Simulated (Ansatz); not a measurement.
ClH₇N₂OSi₂ (`N[SiH2]O[SiH](N)Cl`) at its PBE0-D4/def2-TZVP geometry, where that method's forces vanish. Total charge 0; spin multiplicity 1.

```xyz
13

N    -1.1440   -0.0494   -1.4945
Si   -1.6653   -0.3254    0.1119
O    -0.4078   -0.3208    1.1716
Si    1.0915    0.2949    1.1852
N     2.0298   -0.4389   -0.0236
Cl    0.8891    2.3467    0.9288
H    -1.1893   -0.7708   -2.1935
H    -1.1279    0.8717   -1.8989
H    -2.2785   -1.6722    0.1695
H    -2.6037    0.7383    0.5395
H     1.7317    0.1084    2.4981
H     3.0280   -0.3027   -0.0375
H     1.6465   -0.4799   -0.9565
```

(1) What forces (eV/Å) does ωB97M-V/def2-TZVPP give on these atoms in Ansatz 0.2.0? (Best estimate.)

Results:

(1) The calculation gave: 
```
N1   0.009  0.014 -0.053
Si2 -0.276 -0.056  0.075
O3  -0.022 -0.026  0.043
Si4  0.156 -0.020  0.242
N5   0.022  0.006 -0.050
Cl6 -0.014  0.030 -0.020
H7   0.007  0.020  0.001
H8   0.005 -0.016 -0.009
H9   0.067  0.155 -0.012
H10  0.107 -0.116 -0.054
H11 -0.074  0.025 -0.160
H12 -0.017 -0.010 -0.015
H13  0.028 -0.005  0.010
```
